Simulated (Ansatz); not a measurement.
C3H12B3P3⁺, that is (MeBPH)3 ring with one electron fewer, relaxed as a doublet with UKS PBE-D4/def2-SVP in Ansatz, starting from the PBE-D4/def2-SVP geometry of the neutral singlet. Force threshold 0.03 eV/Å.

The relaxation made no stability test and no search for a lower SCF solution.

Start:

```xyz
21

B    -0.967   -1.010   -0.612
C    -0.645   -0.603   -2.091
P    -2.369   -0.054    0.351
B    -0.786    0.936    0.916
C    -0.384    2.237    0.141
P     0.369    0.290    2.350
B     1.024   -0.759    0.840
C     2.257   -0.237    0.027
P     0.116   -2.383    0.252
H    -0.926    0.433   -2.366
H    -1.305   -1.267   -2.702
H     0.389   -0.820   -2.424
H    -2.412   -0.941    1.485
H    -0.766    2.304   -0.897
H    -0.898    3.055    0.705
H     0.695    2.487    0.168
H    -0.543   -0.707    2.849
H     3.133   -0.711    0.533
H     2.302   -0.574   -1.028
H     2.432    0.856    0.086
H    -0.716   -2.531    1.418
```

```
         step  energy (eV)  largest force component (eV/Å)  SCF passes
            1  -33161.6336                           1.387          62
            2  -33162.0212                           0.523          24
            3  -33162.0821                           0.195          23
            4  -33162.1003                           0.060          23
            5  -33162.1058                           0.067          24
            6  -33162.1109                           0.084          23
            7  -33162.1130                           0.081          24
            8  -33162.1144                           0.054          23
            9  -33162.1148                           0.022          25
           10  -33162.1151                           0.014          19
           11  -33162.1153                           0.012          19
           12  -33162.1160                           0.045          24
13 (rejected)  -33162.0723                           0.354          30
           14  -33162.1165                           0.047          22
           15  -33162.1171                           0.052          23
           16  -33162.1177                           0.057          23
           17  -33162.1184                           0.062          23
           18  -33162.1192                           0.065          23
19 (rejected)  -33162.0527                           0.388          31
20 (rejected)  -33162.1136                           0.209          27
           21  -33162.1253                           0.035          28
22 (rejected)  -33162.1218                           0.156          27
           23  -33162.1286                           0.024          23
```

Force components are those of the run's own axes.

End:

```csv
atom,x (Å),y (Å),z (Å)
B1,-1.121,-0.989,-0.839
C2,-0.953,-0.644,-2.328
P3,-2.282,-0.112,0.421
B4,-0.691,0.948,0.962
C5,-0.320,2.189,0.114
P6,0.396,0.363,2.473
B7,1.157,-0.593,0.968
C8,2.470,-0.186,0.263
P9,0.086,-2.092,0.203
H10,-1.421,0.308,-2.645
H11,-1.524,-1.454,-2.854
H12,0.083,-0.724,-2.717
H13,-2.425,-1.048,1.501
H14,-0.688,2.210,-0.931
H15,-0.891,3.001,0.640
H16,0.741,2.502,0.162
H17,-0.497,-0.677,2.913
H18,3.231,-0.877,0.714
H19,2.521,-0.382,-0.827
H20,2.823,0.837,0.499
H21,-0.692,-2.581,1.307
```

By distances, no bond broke or formed. The bond that changes most is B7–P9, from 1.95 to 2.00 Å (atoms count from 1).

The force fell under the threshold at step 9, but the optimiser went on and released 0.014 eV more. No frequencies were taken in this run, so the end may be a saddle point.

It took 42 s on 2 threads of AMD EPYC 7R13 on a shared host and a share (18 GiB) of an NVIDIA H100 80GB HBM3, peak host memory 0.89 GiB.
